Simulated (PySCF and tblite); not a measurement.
The numbers below are computed, except where a source is named.
5 regioisomers of C9H5F3:

```json
{"isomer": "A", "SMILES": "[CH:1]#[C:2][C:3]1=[CH:4][C:5](=[CH2:6])[C:7]([C:8]([F:9])([F:10])[F:11])=[CH:12]1"}
{"isomer": "B", "SMILES": "[CH:1]#[C:2]/[CH:3]=[C:4]1\\[CH:5]=[CH:6][C:7]([C:8]([F:9])([F:10])[F:11])=[CH:12]1"}
{"isomer": "C", "SMILES": "[CH:1]#[C:2][C:3]1=[CH:4][C:5]([C:6]([F:7])([F:8])[F:9])=[CH:10][C:11]1=[CH2:12]"}
{"isomer": "D", "SMILES": "[CH:1]#[C:2][C:3]1=[CH:4][C:5](=[CH2:6])[CH:7]=[C:8]1[C:9]([F:10])([F:11])[F:12]"}
{"isomer": "E", "SMILES": "[CH:1]#[C:2][C:3]1=[CH:4][CH:5]=[C:6]([C:7]([F:8])([F:9])[F:10])[C:11]1=[CH2:12]"}
```

Protocol: conformer search, at most 2 conformers an isomer, GFN2-xTB geometries, energies B3LYP/def2-SVP (IEF-PCM, chloroform) (D3(BJ) added where defined), weights at 298.15 K with GFN2-xTB thermal terms. Programs: PySCF with density fitting and tblite.

Equilibrium rotational constants and dipole components of each isomer's leading conformer, in random order:

```json
{"set": "P", "A (MHz)": "1325", "B (MHz)": "826", "C (MHz)": "558", "abs μa": "4.51", "abs μb": "0.17", "abs μc (D)": "0.00"}
{"set": "Q", "A (MHz)": "2197", "B (MHz)": "582", "C (MHz)": "500", "abs μa": "2.44", "abs μb": "0.07", "abs μc (D)": "0.00"}
{"set": "R", "A (MHz)": "3015", "B (MHz)": "422", "C (MHz)": "395", "abs μa": "4.49", "abs μb": "0.26", "abs μc (D)": "0.00"}
{"set": "S", "A (MHz)": "2003", "B (MHz)": "542", "C (MHz)": "461", "abs μa": "3.26", "abs μb": "2.05", "abs μc (D)": "0.00"}
{"set": "T", "A (MHz)": "1850", "B (MHz)": "591", "C (MHz)": "486", "abs μa": "1.85", "abs μb": "2.01", "abs μc (D)": "0.00"}
```

Problem. Match sets and isomers.

Solution. P is D (Cs), Q is E (Cs), R is B (Cs), S is C (Cs), T is A (Cs).

The whole study took 5.4 min on 1 thread of Arm Neoverse V1, on a host shared with other jobs (rough), peak memory 1.2 GiB, launched as `OMP_NUM_THREADS=1 python ens_run.py task.json out`.
